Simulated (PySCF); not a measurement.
## Correlation energy of Sr⁺ (strontium, charge +1)

[Kr] 4d1, 2D determinant (an excited configuration). All numbers are calculated (PySCF 2.14, the spin-free X2C one-electron Hamiltonian (Gaussian nucleus), in ANO-RCC-VTZP (7s6p3d1f, 47 functions)). Frozen: [Ar] 3d10; 9 electrons correlated.

```tsv
level	correlation energy (mhartree)
CCSD	-198.89
(T)	-3.90
CCSD(T)	-202.79
```

Diagnostics: T1 = 0.0038, D1 = 0.0137, largest double amplitude 0.029.

Cost of the coupled-cluster step: of the order of 0.8 core-seconds, for 9 correlated electrons.
